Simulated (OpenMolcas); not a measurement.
# Pd4+: moving or changing the point charges

Pd4+ among 8 point charges of -1.2 e arranged as a cube (Oh), 1.88 Å from the ion.

```yaml
Program: OpenMolcas 26.06
Method: "SS-CASPT2, IPEA 0.25 Eh, imaginary shift 0.1 Eh (closed shells correlated: 4s 4p)"
Basis: ANO-RCC-VDZP [6s5p3d1f]
Scalar_Hamiltonian: DKH2, point nucleus
Active_space: 6 electrons in 5 orbitals (4d)
State_averaging: 2S+1 = 5 even, 5 roots; 2S+1 = 3 even, 45 roots; 2S+1 = 1 even, 50 roots
Spin-orbit_coupling: RASSI with atomic mean-field integrals over the reference wave functions
```

Runs around this geometry, states (labels of O, the rotations of Oh). Energies in cm-1 above the lowest state or level, χT in cm3 K/mol.

```
R (Å)  q (e)  Ground state  First state of that spin  First gap with spin-orbit (degeneracies)  χT at 300 K  First state of another spin
 1.78  -0.96            5E                  5T2 5100                                160 (1, 3)        4.127                    3T1 18420
  1.6   -1.2            5E                 5T2 10620                                140 (1, 3)        3.504                    3T1 14180
 1.88   -1.2            5E                  5T2 4980                                160 (1, 3)        4.150                    3T1 18550
```

Taking the first state of the same spin as R^-n, n = -ln(4980 / 10620) / ln(1.88 / 1.6) = 4.7 between the shortest and longest distance.

Roots that are degenerate in the reference are averaged as groups; the widest CASPT2 spread within a group is 430 cm-1 (the 3-fold group of multiplicity 3 near 59500 cm-1 above the lowest state of its run, R = 1.6, q = -1.2). Shifts and gaps below about the spread of the groups concerned are not significant. An orbital doublet at a regular site is open to a Jahn-Teller distortion, which this geometry leaves out. Point charges give a weaker field than real ligands, and real ions of this kind are as a rule low spin; the high spin found here belongs to the model. Free-ion shares, where given, are those of the reference states; single-state CASPT2 does not remix them. The ground term spreads over less than 5000 cm-1, several times less than with real ligands, so orbital moments are less quenched and χT lies further from the spin-only value than at real sites (holds for R = 1.88, q = -1.2). Point charges carry no covalency, so the field is a model and not that of real ligands. No measured value stands beside these numbers.
